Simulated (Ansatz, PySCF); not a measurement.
Te(F)4 cation (F₄Te), SMILES F[Te](F)(F)F (connectivity only; charge and spin as stated), charge +1, multiplicity 2. Atoms are numbered in the order given.

```xyz
5

Te     0.0000     0.0000     0.0873
F     -1.4153     0.0000    -1.1310
F      0.0000     1.9131     0.4053
F      1.4153     0.0000    -1.1310
F      0.0000    -1.9131     0.4053
```
Charge +1, spin multiplicity 2.

Geometry: B3LYP-D3(BJ)/def2-SVP. The multiplicity is an assumed one; other spin states were not compared. The isomer is the one that the SMILES or the coordinates give; other isomers of the formula were not compared. The def2 effective core potentials stand for the cores of Te; spin–orbit coupling is left out.

Two levels are set side by side: PBE-D3(BJ)/def2-SVP (Ansatz, a first-principles code) and B3LYP-D3(BJ)/def2-SVP (Ansatz). Each level has its own optimised geometry; the coordinates shown are those of the second. Frequencies come from the Hessian of PySCF at each geometry. Differences are taken from unrounded values.

```tsv
quantity	B3LYP-D3(BJ)
mean bond length (Å)	1.903
bond Te1–F2 (Å)	1.867
bond Te1–F3 (Å)	1.939
bond Te1–F4 (Å)	1.867
bond Te1–F5 (Å)	1.939
highest harmonic wavenumber (cm⁻¹)	719
mean harmonic wavenumber (cm⁻¹)	374
zero-point energy (kcal/mol)	4.82
```

Question: What does PBE-D3(BJ) give, and how far is it from B3LYP-D3(BJ)? (Estimate from the structure and the level; the computed values follow.)

Answer: 
```tsv
quantity	PBE-D3(BJ)	PBE-D3(BJ) minus B3LYP-D3(BJ)
mean bond length (Å)	1.920	0.017
bond Te1–F2 (Å)	1.889	0.021
bond Te1–F3 (Å)	1.951	0.012
bond Te1–F4 (Å)	1.889	0.021
bond Te1–F5 (Å)	1.951	0.012
highest harmonic wavenumber (cm⁻¹)	684	-35
mean harmonic wavenumber (cm⁻¹)	362	-13
zero-point energy (kcal/mol)	4.65	-0.16
```

GGA bonds tend to be longer and softer than those of functionals with exact exchange. Differences between two approximate levels are no errors against the true value.
